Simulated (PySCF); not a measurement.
A search over the determinants of AsI

Unrestricted PBE0; basis As cc-pVDZ-PP with ECP10, I cc-pVDZ-PP with ECP28; scalar-relativistic core potentials; PySCF 2.14. Outer shells of the fragments: As 3d10 4s2 4p3; I 4d10 5s2 5p5.

Followed along the bond (rough minima from three points):

```csv
2Ms+1,unpaired,⟨S²⟩ at the start,R at minimum (Å),Te (eV)
3,π ↑↑,2.01,2.52,0.00
1,π ↑↓,1.01,2.51,0.33
1,none,0.00,2.49,1.27
5,"σ ↑, π ↑↑↑",6.00,none in the scan,≤ 3.61
```

Solutions found at the starting distance of 2.485 Å, counted from the lowest of them; the search is not exhaustive and high or unbound solutions are not listed, so other states can lie among these:

```tsv
2Ms+1	unpaired	term	E (eV)	⟨S²⟩	⟨Lz²⟩	μ (D)
3	π ↑↑	³Σ⁻	0.00	2.01	0.00	-0.73
1	π ↑↓	mixed	0.32	1.01	2.01	-0.57
1	none	mixed	1.26	0.00	2.00	-0.13
3	σ ↑, π ↑	³Π	2.95	2.03	1.01	-0.99
1	σ ↓, π ↑	mixed	3.21	1.01	1.01	-0.94
3	π ↑↑	mixed	3.98	2.00	2.01	3.95
```

A term symbol is given only where ⟨S²⟩ and ⟨Lz²⟩ are close to those of a pure state; real π, δ and φ orbitals otherwise mix terms. A positive dipole means As(−)I(+).

Spin–orbit coupling is left out. Counting both spins, an empty level lies below a filled one in some of these solutions, because spin and occupation are held.
